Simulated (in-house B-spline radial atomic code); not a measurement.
Configurations of Cu5+, with energies counted from [Ar] 3d6. Level of theory: scalar-relativistic (X2C) B97-1, spin-polarised, spherical fractional occupations, exact exchange averaged over the configuration, Fermi nucleus of rms radius 3.8823 fm; calculated with a B-spline radial code for spherical atoms. Shells without spins written out take the highest spin.

Occupations are held fixed; configurations that lie above the ionisation limit could autoionise.

| configuration | E - E(ref) (eV) | highest orbital | its <r> (bohr) |
| --- | --- | --- | --- |
| [Ar] 3d5 4p1 | 42.697 | 4p up | 1.895 |
| [Ne] 3s2 3p5 3d6 4s1 | 102.23 | 4s up | 1.725 |
| [Ne] 3s2 3p5 3d6 4d1 | 130.49 | 4d up | 2.286 |
| [Ne] 3s2 3p5 3d6 4f1 | 143.69 | 4f up | 2.817 |

Q: Order these further configurations by energy, lowest first.
A. [Ne] 3s2 3p5 3d6 4p1
B. [Ne] 3s2 3p5 3d7
C. [Ar] 3d5 4f1
D. [Ar] 3d5 4s1
E. [Ar] 3d5 4d1

A: D (31.252 eV), E (59.398 eV), B (71.004 eV), C (72.588 eV), A (113.71 eV).
